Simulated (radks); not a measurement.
Task: All-electron atom: S+ in [Ne] 3s2 3p3. All-electron calculation, Dirac Kohn-Sham, PW91, spin-unpolarised, spherical densities, point nucleus; open shells fill j = l - 1/2 first. Program: a radial shooting solver on a logarithmic mesh with Libxc functionals. Some entries of the table are withheld. Estimate them.

orbital,occ.,eigenvalue (eV),<r^2> (bohr^2),<1/r> (bohr^-1)
1s1/2,2,-2418.607,0.01263,15.66
2s1/2,2,(1),(2),3.069
2p1/2,2,-169.2642,0.2429,2.975
2p3/2,4,-167.9979,0.2453,2.955
3s1/2,2,-27.6656,3.090,0.8416
3p1/2,2,-16.9016,4.215,0.7168
3p3/2,1,-16.8019,4.247,0.7136

Result: 
(1) 2s1/2 eigenvalue (eV): -223.4771
(2) 2s1/2 <r^2> (bohr^2): 0.2730
